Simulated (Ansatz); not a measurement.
Born–Oppenheimer molecular dynamics of ClGaH3 (5 atoms, charge 0, multiplicity 2). It starts at the highest image of a converged band. Of that band: Neighbouring images differ by up to 1.4 eV, so the band resolves the path poorly. A vibrational analysis at the climbing image gives 2 clearly imaginary modes (1593i, 203i cm⁻¹): a point of higher order, so a lower path passes nearby.

Method: Ansatz, UHF/def2-SVP.

```
ensemble                      : NVE (velocity Verlet)
time step                     : 0.5 fs
steps asked                   : 200
starting velocities drawn for : 300 K
seed                          : 4945
```

First frame:

```xyz
5
Properties=species:S:1:pos:R:3
Ga 0.000 0.000 -0.002
Cl 0.000 0.000 2.520
H 1.392 0.000 -0.740
H -1.392 0.000 -0.740
H 0.000 0.000 4.042
```

(1) How far do the bonds stretch over the last three quarters of this one trajectory? (Pairs bonded in most of those frames.)

Answers

(1) 
| bond | mean (Å) | spread (Å) | shortest | longest |
| --- | --- | --- | --- | --- |
| Ga1–H3 | 1.598 | 0.024 | 1.55 | 1.65 |
| Ga1–H4 | 1.608 | 0.060 | 1.51 | 1.71 |
| Cl2–H5 | 1.292 | 0.076 | 1.17 | 1.41 |

Mean temperature of the second half: 2560 K. The conserved energy stayed within 0.66 meV per atom of its start (net change -0.38 meV per atom), so the integration is sound. The kinetic energy rose, since the run started high on the potential surface and went downhill. It ends in pieces (ClH + GaH2), so much of that is their flight and rotation, not heat. A run of 0.1 ps of so small a system gives no equilibrium averages.

Time of the run: 3.5 min on 1 thread of Arm Neoverse V1 (shared host), peak memory 0.14 GiB.
